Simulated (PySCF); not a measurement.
6H-1,3-oxazine (C4H5NO), SMILES O1C=NC=CC1.

Geometry: B3LYP-D3(BJ)/def2-SVP. The geometry has at least one imaginary mode, so it is a saddle point at that level. One conformer was computed; it need not be the lowest.

Method: PySCF with r2SCAN/def2-TZVP.

- total energy: -285.31430 hartree
- point group: Cs
- highest occupied level: -5.53 eV
- lowest empty level: -1.74 eV
- orbital gap: 3.79 eV
- dipole moment: 0.441 e·Å
- quadrupole, principal values (traceless, Buckingham form, about the centre of nuclear charge): -3.45, -1.98, 5.44 D·Å
- mean static polarisability: 54.7 bohr³ (8.10 Å³)
- polarisability, principal values: 36.3, 60.7, 67.1 bohr³
